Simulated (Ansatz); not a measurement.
anisole (C₇H₈O), singlet, at a GFN2-xTB geometry; MP2/6-31G* (Ansatz, a program for electronic structure).

Here is a job for Ansatz.
Ansatz 0.2 input:
```yaml
crystal:
  periodic: [false, false, false]
  atoms:
    - {symbol: C, position_ang: [-2.76564113, 0.24474505, -0.12444023]}
    - {symbol: O, position_ang: [-1.68690838, -0.46492555, -0.68070261]}
    - {symbol: C, position_ang: [-0.42665754, -0.18687962, -0.24039320]}
    - {symbol: C, position_ang: [0.59851766, -0.92608697, -0.83281670]}
    - {symbol: C, position_ang: [1.91010832, -0.72287747, -0.45941363]}
    - {symbol: C, position_ang: [2.22421125, 0.21857305, 0.50911986]}
    - {symbol: C, position_ang: [1.21089744, 0.95130888, 1.09673826]}
    - {symbol: C, position_ang: [-0.11137104, 0.75662985, 0.73032410]}
    - {symbol: H, position_ang: [-3.65698679, -0.13812627, -0.61922429]}
    - {symbol: H, position_ang: [-2.84912455, 0.07153434, 0.95364028]}
    - {symbol: H, position_ang: [-2.68159491, 1.31998645, -0.31423270]}
    - {symbol: H, position_ang: [0.33508288, -1.65380074, -1.58419238]}
    - {symbol: H, position_ang: [2.69350327, -1.30170750, -0.92586391]}
    - {symbol: H, position_ang: [3.25103115, 0.37758850, 0.80137780]}
    - {symbol: H, position_ang: [1.44370153, 1.68750866, 1.85242260]}
    - {symbol: H, position_ang: [-0.88073533, 1.34394427, 1.20698272]}
basis:
  gaussian:
    orbitals: 6-31G*
magnetization: {spin_polarized: false}
correlation: {method: mp2}
```

It wrote (shortened):

```
Functional definition: HF
1393 factors; integrals over basis functions are off by at most 1.6e-3 eV
mean field evaluation 1: about -9372.9589 eV, gradient 3.5e1 eV
mean field evaluation 2: about -9372.9719 eV, gradient 3.5e1 eV
mean field evaluation 4: about -9376.5134 eV, gradient 4.8e0 eV
mean field evaluation 8: about -9376.5707 eV, gradient 2.4e-4 eV
mean field -9376.57066496 eV, -344.5826162694 hartree, gradient 2.4e-6 eV, S^2 0.000000; 0 other end points of the search recorded, 0 dependent functions left out; unrestricted orbitals would lower it
mean field evaluation 16: about -9376.6227 eV, gradient 7.1e-2 eV
8 core orbitals not correlated
reference -9376.57066496 eV, -344.5826162694 hartree; 21, 21 occupied and 107, 107 virtual orbitals, 1393 factors
second order -28.89201298 eV of doubles, -0.00000000 eV of singles
Total energy: -9405.46267794 eV, -345.6443781626 hartree
```
